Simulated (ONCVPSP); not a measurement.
**What one change does to a pseudopotential (Al (Z = 13), ONCV)**

```json
{
 "Element": "aluminium",
 "Generator": "ONCVPSP 4.0.1",
 "Type": "optimised norm-conserving Vanderbilt (ONCV)",
 "Functional": "LDA (Perdew-Wang 92)",
 "Relativity": "scalar-relativistic",
 "Frozen core": "[Ne]",
 "Valence charge": "3",
 "Reference configuration": "3s2 3p1",
 "Partial waves": "3s: rc 2.15 bohr, ncon 4, nbas 7, qcut 3.1 1/bohr, 2 projectors, debl 1.1 Ha; 3p: rc 2.90 bohr, ncon 3, nbas 6, qcut 2.9 1/bohr, 1 projector; d scattering state at 0.45 Ha: rc 2.85 bohr, ncon 4, nbas 7, qcut 3.6 1/bohr, 3 projectors, debl 3.3 Ha",
 "Local potential": "polynomial inside 1.75 bohr (lpopt 5, dvloc0 3 Ha)",
 "Core correction": "Teter function, fcfact 4.75, rcfact 1.6"
}
```

Change: s: qcut 2.5; p: qcut 2.4; d: qcut 3.

Cutoffs: the cutoffs (Ha) at which the residual kinetic energy of the hardest occupied pseudo-wave falls to 1 and 0.1 mHa per electron; they do not see the model core or the augmentation charge, which bear on the density cutoff. Errors are all-electron minus pseudo energies relative to the spin-unpolarised reference configuration.

**Question.** How do hardness, ghosts and transferability respond?

**Answer.** The potential gets harder (5.5 Ha and 22 Ha → 16 Ha and 24 Ha); of the 4 tests that both files solve, the error grows in 1 and shrinks in 1 by more than 15 % and 0.3 meV (median size 14.8 → 21.2 meV); the range in which the d phases agree widens (upper end 1.5 → at the end of the scan); neither file shows a bound ghost.

```tsv
quantity	base	changed
cutoff, loose	5.5 Ha	16 Ha
cutoff, tight	22 Ha	24 Ha
loose cutoff by channel	s 5.5 Ha, p 2.2 Ha	s 16 Ha, p 2.1 Ha
bound ghosts	none	none
GHOST(+) flags under 300 eV	none	none
error for 3s2 3p0, meV [ΔE 5.84 eV]	-6.1	-5.1
error for 3s1 3p0, meV [ΔE 25.21 eV]	-88	-87
error for 3s2 3p0.5, meV [ΔE 2.12 eV]	-1.0	-0.9
error for 3s0 3p3, meV [ΔE 10.50 eV]	-23	-37
s: phases at 2.18 bohr within 0.05 rad from the reference energy up to (Ha; the scan ends near 5)	2.6	2.6
p: phases at 2.95 bohr within 0.05 rad from the reference energy up to (Ha; the scan ends near 5)	1.0	1.0
d: phases at 2.89 bohr within 0.05 rad from the reference energy up to (Ha; the scan ends near 5)	1.5	to the end of the scan
rms error of d²Exc/dni dnj with the model core, mHa	1.85	1.93
```

Base: The cutoffs count occupied waves only; projector 3 of the d channel, the hardest unoccupied one, needs 30 Ha at the loose tolerance.
